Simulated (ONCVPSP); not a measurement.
# Varying the ONCV potential for gold

Base potential:

Au, optimised norm-conserving Vanderbilt (ONCV), made with ONCVPSP 4.0.1 (PBEsol, scalar-relativistic). Core [Kr] 4d10 4f14, reference 5s2 5p6 5d10 6s0.5 6p0.5. Waves: 5s+6s: rc 1.80 bohr, ncon 3, nbas 6, qcut 6.7 1/bohr, 3 projectors, debl 0.7 Ha; 5p+6p: rc 2.10 bohr, ncon 3, nbas 6, qcut 5.7 1/bohr, 3 projectors, debl 3.8 Ha; 5d: rc 2.05 bohr, ncon 4, nbas 8, qcut 8.3 1/bohr, 2 projectors, debl 2.3 Ha. Local part: polynomial inside 1.55 bohr (lpopt 4, dvloc0 0 Ha). Core correction: none.

Cutoffs, loose and tight: the cutoffs (Ha) at which the residual kinetic energy of the hardest occupied pseudo-wave falls to 1 and 0.1 mHa per electron. They do not see the model core or the augmentation charge, which bear on the density cutoff. Test errors are all-electron minus pseudo excitation energies from the reference, over the configurations 5s2 5p6 5d10 6s1 6p0; 5s2 5p6 5d10 6s0 6p0; 5s2 5p6 5d9 6s0 6p0; 5s1 5p6 5d10 6s1 6p0. A dash means not determined; rows that change the core or the reference have their own tests. The largest error is taken over the tests solved by every variant that gives reliable tests at all: 5s1 5p6 5d10 6s1 6p0; 5s2 5p6 5d10 6s0 6p0; 5s2 5p6 5d10 6s1 6p0.

```csv
change,outcome,"cutoff, loose","cutoff, tight",bound ghosts,GHOST(+) flags above zero,largest test error (meV)
base,generated,21 Ha,25 Ha,none,d,-707
s: qcut 4.6,generated,21 Ha,28 Ha,none,d,-746
s: debl 1.65,generated,21 Ha,25 Ha,none,d,-707
"functional LDA (Perdew-Wang 92); d: rc 1.8, qcut 9.5",generated,22 Ha,27 Ha,none,none,-707
s: nproj 4,generated,21 Ha,25 Ha,none,d,-707
p: rc 2.32,generated,21 Ha,25 Ha,none,d,-707
"core [Xe] 4f14, valence charge 11; reference 5d10 6s0.75 6p0.25; waves now 6s: rc 2.25 bohr, ncon 4, nbas 7, qcut 2.4 1/bohr, 2 projectors, debl 2.7 Ha; 6p: rc 2.70 bohr, ncon 4, nbas 8, qcut 2.7 1/bohr, 2 projectors, debl 1.8 Ha; 5d: rc 1.85 bohr, ncon 4, nbas 9, qcut 9.5 1/bohr, 2 projectors, debl 0.9 Ha; local potential polynomial inside 1.70 bohr (lpopt 2, dvloc0 1 Ha)",generated,22 Ha,27 Ha,none,s,-6.5 over the solved tests; 1 of 4 tests not solved or not reliable
"core correction polynomial model core, fcfact 0.75",generated,21 Ha,25 Ha,none,d,-879
d: nbas 9,generated,21 Ha,25 Ha,none,none,-732
"local potential polynomial inside 1.20 bohr (lpopt 4, dvloc0 6 Ha)",generated,21 Ha,25 Ha,none,none,-729
```

Question: What comes out with this change to the base: reference 5s2 5p6 5d9; waves 5s: rc 1.80 bohr, ncon 3, nbas 6, qcut 6.7 1/bohr, 3 projectors, debl 0.7 Ha; 5p: rc 2.10 bohr, ncon 3, nbas 6, qcut 5.7 1/bohr, 3 projectors, debl 3.8 Ha?

Answer: outcome: generated, projector energies reset by the program; cutoff, loose: 21 Ha; cutoff, tight: 25 Ha; bound ghosts: none; GHOST(+) flags above zero: d; largest test error (meV): +54.
